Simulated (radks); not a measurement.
Problem. Numerical settings for neutral sulfur, [Ne] 3s2 3p4. All-electron calculation, non-relativistic Kohn-Sham, BLYP, spin-polarised, spherical densities, point nucleus; open shells are filled with parallel spins first. Program: a radial shooting solver on a logarithmic mesh with Libxc functionals. The defaults (mesh step 0.008 in ln r, mesh end at 40 bohr or more with all orbitals vanishing there, Anderson mixing 0.5 over 9 steps, residual threshold near 1e-9 with the energy settled to 1e-9 hartree or 1e-11 of itself, here a cap of 67 iterations) give E = -398.1275 hartree and 3p at -5.947 eV in 13 iterations. Times are rough (one thread of a shared host). One setting is changed at a time: mesh step in ln r 0.12; mesh step in ln r 0.003; mesh step in ln r 0.012; mesh end (bohr) 8; mesh end (bohr) 20; residual threshold 1e-16; residual threshold 1e-05; mixing 0.2; linear mixing, mixing 1; linear mixing, mixing 0.8; mixing history 20; iteration cap 3. Which runs fail to converge, and which converge to a wrong energy?

Solution. Not converged within the cap: mesh step in ln r 0.12; residual threshold 1e-16; linear mixing, mixing 1; iteration cap 3. No run marked as converged misses the energy by more than 1 mhartree.
